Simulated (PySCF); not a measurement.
## C₆ coefficients of unlike pairs at PW91

Calculated with PySCF 2.14 from the dipole response of each species, C₆(A,B) = (3/π) ∫ α_A(iu) α_B(iu) du, in atomic units, from isotropic polarisabilities. For ions this is the dispersion term alone; charge-induced terms of lower order in 1/R come first.

| species | configuration | basis | relativity | α (bohr³) | C₆ (like pair) |
| --- | --- | --- | --- | --- | --- |
| C²⁺ | [He] 2s2 (1S) | dyall-av3z (15s9p3d2f) | none | 4.237 | 6.521 |
| In²⁺ | [Kr] 4d10 5s1 (2S) | aug-cc-pVQZ-PP with ECP28MDF (7s7p5d3f2g) | core potential | 13.03 | 59.00 |
| C⁺ | [He] 2s2 2p1 (2P) | dyall-acv3z (15s9p4d2f) | none | 6.099 | 14.62 |
| Ar³⁺ | [Ne] 3s2 3p3 (4S) | def2-QZVPPD (10s7p5d2f1g) | none | 3.598 | 9.751 |

Estimate C₆ for Ar³⁺ with In²⁺.

The integral gives 23.15. The combination rule 2 C_A C_B / (C_A α_B/α_A + C_B α_A/α_B) gives 22.29 and the geometric mean 23.99.

No spin-orbit coupling is included.

The other pairs:

```csv
pair,C₆
"In²⁺, C²⁺",19.47
"Ar³⁺, C²⁺",7.540
"Ar³⁺, C⁺",11.46
"C⁺, C²⁺",9.750
"C⁺, In²⁺",29.20
```
